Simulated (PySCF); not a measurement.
dibromo(dichloro)methane (CBr2Cl2), SMILES C(Cl)(Br)(Cl)Br. Heavy atoms are numbered as in [Cl:1][C:2]([Cl:3])([Br:4])[Br:5].

Coordinates come from a ωB97X-D3(BJ)/def2-SVP optimisation.

Calculation: HF/pcSseg-1 run with PySCF.

GIAO shieldings, no solvent; atoms alike by connectivity are averaged. δ = σ(ref) − σ: ³⁵Cl against HCl (σ = 958.2 ppm); ¹³C against TMS (σ = 192.6 ppm), references at their B3LYP-D3(BJ)/def2-TZVP geometries, non-relativistic (without spin–orbit terms, shifts of atoms bonded to Cl or Br come out too high).

Computed chemical shifts:
| nucleus | atoms | count | δ (ppm) |
|---|---|---|---|
| ³⁵Cl | Cl1 | 2 | 514.4 |
| ¹³C | C2 | 1 | 106.1 |
